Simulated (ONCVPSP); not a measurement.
## What the settings do to the ONCV potential of Cu

Base potential:

* Element: Cu (Z = 29)
* Generator: ONCVPSP 4.0.1
* Type: optimised norm-conserving Vanderbilt (ONCV)
* Functional: PW91
* Relativity: scalar-relativistic
* Frozen core: [Ne]
* Valence charge: 19
* Reference configuration: 3s2 3p6 3d8 (charge +3)
* Partial waves: 3s: rc 0.90 bohr, ncon 4, nbas 8, qcut 15.1 1/bohr, 2 projectors, debl 2 Ha; 3p: rc 1.10 bohr, ncon 4, nbas 7, qcut 15.8 1/bohr, 2 projectors, debl 1.6 Ha; 3d: rc 0.90 bohr, ncon 4, nbas 9, qcut 19.9 1/bohr, local
* Local potential: the d channel
* Core correction: Teter function, fcfact 2.5, rcfact 1.25

In the s channel the program set the typed energies aside and used -5.907, 0.250 Ha. In the p channel the program set the typed energies aside and used -4.333, 0.250 Ha.

All-electron outer shells of the reference configuration (PW91, scalar-relativistic, ld1.x):

```
shell  level (eV)  outermost node (bohr)  outermost maximum (bohr)
   3s     -160.73                   0.29                      0.61
   3p     -117.90                   0.26                      0.62
   3d      -49.03                      –                      0.59
```

Cutoffs, loose and tight: the cutoffs (Ha) at which the residual kinetic energy of the hardest occupied pseudo-wave falls to 1 and 0.1 mHa per electron. They do not see the model core or the augmentation charge, which bear on the density cutoff. Test errors are all-electron minus pseudo excitation energies from the reference, over the configurations 3s2 3p6 3d10 4s1; 3s2 3p6 3d10; 3s2 3p6 3d9; 3s1 3p6 3d10 4s1. A dash means not determined; rows that change the core or the reference have their own tests. The largest error is taken over the tests solved by every variant that gives reliable tests at all: 3s1 3p6 3d10 4s1; 3s2 3p6 3d10; 3s2 3p6 3d9.

A true bound ghost makes a file unfit for plane-wave use even where its test errors are small: the radial tests pick states by their node count and pass the ghost by.

| change | outcome | cutoff, loose | cutoff, tight | bound ghosts | GHOST(+) flags above zero | largest test error (meV) |
| --- | --- | --- | --- | --- | --- | --- |
| base | generated, projector energies reset by the program | 135 Ha | 154 Ha | s | p | +13 |
| all radii but the core radius scaled by about 0.78 (s 0.70, p 0.86, d 0.70 bohr) | failed: ERROR pspot: first pseudo wave function has node, program will stop | – | – | – | – | – |
| all radii but the core radius scaled by about 0.87 (s 0.78, p 0.96, d 0.78 bohr) | generated, projector energies reset by the program | 150 Ha | 171 Ha | none | s | -4.4 |
| all radii but the core radius scaled by about 1.06 (s 0.96, p 1.16, d 0.96 bohr) | generated, projector energies reset by the program | 128 Ha | 147 Ha | s, p | none | +18 |
| all radii but the core radius scaled by about 1.14 (s 1.02, p 1.26, d 1.02 bohr) | generated, projector energies reset by the program | 121 Ha | 139 Ha | s | p | -22 |
| all radii but the core radius scaled by about 1.24 (s 1.12, p 1.36, d 1.12 bohr) | generated, projector energies reset by the program | 100 Ha | 114 Ha | s | none | -48 |
| all radii but the core radius scaled by about 1.33 (s 1.20, p 1.46, d 1.20 bohr) | failed: ERROR pspot: first pseudo wave function has node, program will stop | – | – | – | – | – |

Reading the sweep of the scale of all radii but the core radius (base = 1) (base included, trends over the rows without a ghost): Bound ghosts are found at 1, 1.06, 1.14, 1.24. The generation fails at 0.78, 1.33.
